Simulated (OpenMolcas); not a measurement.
Mn3+ with 6 ligands (chloride) in octahedral coordination (Oh). A charge of +0.5 e stands 2.4 Å behind each ligand. Ligand basis ANO-RCC-VDZP.

```
Program             : OpenMolcas
Method              : SS-CASPT2, IPEA 0.25 Eh, imaginary shift 0.1 Eh (closed shells correlated: 3s 3p and the ligand valence shells)
Basis               : ANO-RCC-VDZP [5s4p2d1f]
Scalar Hamiltonian  : DKH2, point nucleus
Active space        : 4 electrons in 5 orbitals (3d)
State averaging     : 2S+1 = 5 even, 5 roots; 2S+1 = 3 even, 45 roots; 2S+1 = 1 even, 50 roots
Spin-orbit coupling : state interaction with AMFI integrals over the reference wave functions
```

All ligands move together. At R = 2.36 Å the first state of the same spin is 13690 cm-1, and at R = 2.41 Å it is 12510 cm-1.

Problem. A third run gives 10930 cm-1. What distance was it run at?

Solution. With a power law R^-n the two known points give n = -ln(12510 / 13690) / ln(2.41 / 2.36) = 4.30. Then R = 2.36 × (13690 / 10930)^(1/4.30) = 2.487 Å. The run was at 2.49 Å, so the estimate is off by -0.003 Å.

Roots that are degenerate in the reference are averaged as groups; the widest CASPT2 spread within a group is 1100 cm-1 (the 2-fold group of multiplicity 1 near 73100 cm-1 above the lowest state of its run, R = 2.41). Shifts and gaps below about the spread of the groups concerned are not significant. Over all roots computed the reference weight is 0.63 to 0.67 in R = 2.36, 0.63 to 0.67 in R = 2.41, 0.63 to 0.67 in R = 2.49; a low but even weight reflects the number of correlated electrons. An orbital doublet at a regular site is open to a Jahn-Teller distortion, which this geometry leaves out. This shell can be high or low spin here, a state of another spin lies low, and with metal d orbitals alone active their balance is uncertain, so the ground spin may be wrong. Ligand-to-metal charge-transfer states are missing. These CASPT2 states fit no ligand-field parameters well, so their order and spin gaps are uncertain. With no ligand orbital active B as a rule stays too high, so bands that hang on it stand too high and its fall with covalency is understated. With one d shell and no ligand orbital active, 10Dq can be off by a tenth or more. No measured value stands beside these numbers; the geometry is a model, was not optimised and need not be the one that this ion takes.
